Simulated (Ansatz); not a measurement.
AuCl, charge +1, doublet, geometry from GFN2-xTB (such geometries of metal compounds can be far from the true shape) (the multiplicity is a formal guess) (core potentials on Au). Base run: HF/def2-SV(P) (Ansatz, an electronic-structure program).

Ansatz was given this input:
Ansatz 0.2 input:
```yaml
crystal:
  periodic: [false, false, false]
  atoms:
    - {symbol: Au, position_ang: [-0.00000000, -0.00000000, -0.39469027]}
    - {symbol: Cl, position_ang: [0.00000000, 0.00000000, 1.83414892]}
basis:
  gaussian:
    orbitals: def2-SV_P_.json
hamiltonian:
  xc: hf
total_charge: 1
magnetization: {spin_polarized: true, initial_magnetization: 1}
```
The basis file holds def2-SV(P) in the JSON format of the Basis Set Exchange.

Variants of this job, named by their change:

| change | ΔE vs base (mEh) |
|---|---|
| base | 0.000 |
| occupation = up:A1:9 A2:1 B1:3 B2:5 down:A1:9 A2:1 B1:4 B2:3 | 333.4 |
| occupation = up:A1:9 A2:2 B1:4 B2:3 down:A1:9 A2:1 B1:4 B2:3 | 737.6 |
| occupation = up:A1:8 A2:1 B1:5 B2:4 down:A1:9 A2:1 B1:4 B2:3 | 322.4 |
| symmetry_tolerance_ang = 0.01 | 0.000 |
| occupation = up:A1:9 A2:1 B1:4 B2:4 down:A1:9 A2:1 B1:4 B2:3 | 0.000 |
| occupation = up:A1:10 B1:4 B2:4 down:A1:9 A2:1 B1:4 B2:3 | 142.1 |
